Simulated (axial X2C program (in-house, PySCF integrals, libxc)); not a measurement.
**Nuclear properties of SnF⁻**

Computed with an in-house all-electron X2C program for linear molecules (integrals from PySCF): two-component X2C with atomic mean-field Coulomb and Gaunt terms, Gaussian nuclei, basis Sn dyall-acv3z, F dyall-av3z with contracted cores.

R = 2.038 Å (near the PBE0 minimum at charge -1 of the determinant lowest at the starting distance; the state shown can have its own minimum elsewhere).

Determinant lowest in the PBE0 search, Ω = 1 (⟨Sz⟩ = 1.00, ⟨Lz⟩ = 0.00 at PBE0), spin on the atoms Sn 1.01, F -0.01:

| level | Eeff magnitude (GV/cm) | Ws magnitude Sn (kHz) | A∥/gI Sn (MHz) | qzz Sn (a.u.) | A∥/gI F (MHz) | qzz F (a.u.) |
| --- | --- | --- | --- | --- | --- | --- |
| PBE0 | 0.444 | 0.345 | -840 | 1.96 | -8.83 | 1.02 |
| HF | 3.11 | 1.9 | -931 | 2.16 | 10.3 | 0.95 |
| B3LYP | 0.12 | 0.0255 | -716 | 2.00 | -8.98 | 0.98 |
| TPSSh | 0.368 | 0.298 | -766 | 1.96 | -10.6 | 1.03 |
| LDA | 0.513 | 0.208 | -737 | 1.84 | -18 | 1.01 |

Determinant 0.41 eV from it at PBE0 and this distance, Ω = 0 (closed shell), highest spinor 88% Sn p, 7% F p, 3% Sn d:

```tsv
level	qzz Sn (a.u.)	qzz F (a.u.)
PBE0	2.08	0.99
HF	2.16	0.92
B3LYP	2.11	0.96
TPSSh	2.05	1.00
LDA	2.05	0.98
```

Eeff is the effective electric field on the electron electric dipole moment in this Ω state and Ws the scalar–pseudoscalar constant of the nucleus named (defined with the proton number Z and per Ω); A∥ (defined per Ω) follows by multiplying with gI = μI/(I μN); qzz is the electric field gradient, eQq0 = 234.96 MHz × Q/barn × qzz. The operators were transformed with the bare-nucleus X2C matrices; with these basis sets, hyperfine constants and field gradients can be off by tens of per cent, and where levels differ in sign neither size nor sign is settled.

**Question.** With gI(119Sn) = -2.0946 (g factors from the IAEA table of nuclear moments by Stone), turn the PBE0 values of the first state into constants in MHz.

**Answer.** A∥(119Sn) = -840 × -2.0946 = 1760 MHz.

Each state is one determinant with collinear spin, which with several unpaired electrons need not be a pure state. Unrestricted Hartree–Fock can overshoot spin polarisation at the nuclei. In the state Ω = 1 the sign of Eeff differs between levels (B3LYP, LDA against PBE0). For an anion, determinants above electron detachment, or with a positive highest level, are held by the basis set. A closed determinant beside an open π² or δ² triplet, such as (π1/2)², mixes with its partner pair into the 0⁺ component of the triplet and ¹Σ⁺, so its energy is not that of a level, and 0⁺ can lie lowest. With several open shells hyperfine constants can be off by a factor of several. Where Eeff spreads by more than a factor of two the levels disagree and none is to be relied on. Open-shell Ω = 0 determinants with evenly filled partner blocks cannot be reached by this program, so the Ω shown need not be the lowest component. States lie within half an eV, so the first need not be the ground state. The sign of Ws at Sn differs between levels in the first state. Further determinants of the search, some of them spin-mixed, are not shown. Where a field gradient or hyperfine factor spreads by more than a factor of two over the levels, a constant derived from it is not to be relied on. PBE0 term energies can be off by some tenths of an eV.
